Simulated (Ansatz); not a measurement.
HClO, singlet, geometry from GFN2-xTB, atoms displaced at random by about 0.1 Å a coordinate; B3LYP/pcseg-1 run with Ansatz (a quantum-chemistry and plane-wave program).

The Ansatz input:
Ansatz 0.2 input:
```yaml
crystal:
  periodic: [false, false, false]
  atoms:
    - {symbol: O, position_ang: [0.21280813, 1.12629935, 0.08212653]}
    - {symbol: H, position_ang: [-0.80399940, 1.44603501, -0.06840348]}
    - {symbol: Cl, position_ang: [0.05557086, -0.47122416, 0.15004618]}
basis:
  gaussian:
    orbitals: pcseg-1.json
hamiltonian:
  xc: b3lyp
relax: {max_displacement: 0.02}
```
The basis file holds pcseg-1 in the JSON format of the Basis Set Exchange.

Q: Predict the main parts of the log of this Ansatz run.

A: 
```
Functional definition: B3LYP
383 factors; integrals over basis functions are off by at most 2.4e-4 eV
mean field evaluation 1: about -14580.8120 eV, gradient 3.7e1 eV
mean field evaluation 2: about -14575.8166 eV, gradient 6.4e1 eV
mean field evaluation 4: about -14583.1969 eV, gradient 9.4e-1 eV
mean field evaluation 8: about -14583.1988 eV, gradient 6.7e-3 eV
mean field -14583.19884157 eV, -535.9226725805 hartree, gradient 3.5e-5 eV, S^2 0.000000; 0 other end points of the search recorded, 0 dependent functions left out
the calculation of the forces begins
reference -14583.19899689 eV, -535.9226782885 hartree; 13, 13 occupied and 24, 24 virtual orbitals, 383 factors
relax step   1: F+E_penalty+E_count = -14583.19884157 eV  Δ(F+E_penalty+E_count) = +0.000e0 eV  max|allowed force component| = 4.823e0 eV/Å  Δτ_max = 0.0000 Å  (23 SCF iters, accepted)
these checks for a lower state are left out or cut short: starts, cluster_reference, orbital_swaps, neighbouring_geometries, increment
383 factors; integrals over basis functions are off by at most 2.3e-4 eV
mean field evaluation 16: about -14583.3869 eV, gradient 1.2e-2 eV
mean field -14583.38647182 eV, -535.9295678651 hartree, gradient 4.4e-5 eV, S^2 0.000000; 0 other end points of the search recorded, 0 dependent functions left out
the calculation of the forces begins
reference -14583.38662448 eV, -535.9295734752 hartree; 13, 13 occupied and 24, 24 virtual orbitals, 383 factors
relax step   2: F+E_penalty+E_count = -14583.38647182 eV  Δ(F+E_penalty+E_count) = -1.876e-1 eV  max|allowed force component| = 3.642e0 eV/Å  Δτ_max = 0.0195 Å  (24 SCF iters, accepted)
these checks for a lower state are left out or cut short: starts, cluster_reference, orbital_swaps, neighbouring_geometries, increment
383 factors; integrals over basis functions are off by at most 2.1e-4 eV
mean field -14583.52491917 eV, -535.9346557114 hartree, gradient 3.7e-5 eV, S^2 0.000000; 0 other end points of the search recorded, 0 dependent functions left out
the calculation of the forces begins
reference -14583.52506940 eV, -535.9346612322 hartree; 13, 13 occupied and 24, 24 virtual orbitals, 383 factors
relax step   3: F+E_penalty+E_count = -14583.52491917 eV  Δ(F+E_penalty+E_count) = -1.384e-1 eV  max|allowed force component| = 2.467e0 eV/Å  Δτ_max = 0.0197 Å  (24 SCF iters, accepted)
these checks for a lower state are left out or cut short: starts, cluster_reference, orbital_swaps, neighbouring_geometries, increment
[...]
relax step   4: F+E_penalty+E_count = -14583.60913818 eV  Δ(F+E_penalty+E_count) = -8.422e-2 eV  max|allowed force component| = 1.337e0 eV/Å  Δτ_max = 0.0194 Å  (24 SCF iters, accepted)
[...]
relax step   5: F+E_penalty+E_count = -14583.64293581 eV  Δ(F+E_penalty+E_count) = -3.380e-2 eV  max|allowed force component| = 3.486e-1 eV/Å  Δτ_max = 0.0198 Å  (23 SCF iters, accepted)
these checks for a lower state are left out or cut short: starts, cluster_reference, orbital_swaps, neighbouring_geometries, increment
383 factors; integrals over basis functions are off by at most 1.8e-4 eV
mean field -14583.64557890 eV, -535.9390898744 hartree, gradient 2.7e-5 eV, S^2 0.000000; 0 other end points of the search recorded, 0 dependent functions left out
the calculation of the forces begins
reference -14583.64572827 eV, -535.9390953639 hartree; 13, 13 occupied and 24, 24 virtual orbitals, 383 factors
relax step   6: F+E_penalty+E_count = -14583.64557890 eV  Δ(F+E_penalty+E_count) = -2.643e-3 eV  max|allowed force component| = 2.248e-2 eV/Å  Δτ_max = 0.0100 Å  (23 SCF iters, accepted)
these checks for a lower state are left out or cut short: starts, cluster_reference, orbital_swaps, neighbouring_geometries, increment
383 factors; integrals over basis functions are off by at most 1.8e-4 eV
mean field -14583.64558875 eV, -535.9390902365 hartree, gradient 3.2e-5 eV, S^2 0.000000; 0 other end points of the search recorded, 0 dependent functions left out
the calculation of the forces begins
reference -14583.64573813 eV, -535.9390957261 hartree; 13, 13 occupied and 24, 24 virtual orbitals, 383 factors
relax step   7: F+E_penalty+E_count = -14583.64558875 eV  Δ(F+E_penalty+E_count) = -9.853e-6 eV  max|allowed force component| = 3.917e-3 eV/Å  Δτ_max = 0.0005 Å  (17 SCF iters, accepted)
383 factors; integrals over basis functions are off by at most 1.8e-4 eV
mean field evaluation 64: about -14583.6456 eV, gradient 4.4e-5 eV
mean field -14583.64558875 eV, -535.9390902365 hartree, gradient 3.2e-5 eV, S^2 0.000000; 1 other end points of the search recorded, 0 dependent functions left out
the calculation of the forces begins
reference -14583.64573813 eV, -535.9390957261 hartree; 13, 13 occupied and 24, 24 virtual orbitals, 383 factors
Total energy: -14583.64573813 eV, -535.9390957261 hartree
Atom 0 at     0.168099     1.192391     0.072627 Å, force     0.003917     0.002153     0.000392 eV/Å
Atom 1 at    -0.763163     1.449921    -0.063284 Å, force    -0.002522    -0.001870    -0.000226 eV/Å
Atom 2 at     0.059443    -0.541202     0.154427 Å, force    -0.001395    -0.000283    -0.000167 eV/Å
Dipole moment:    -0.348840     0.059162    -0.048845 e Å
```
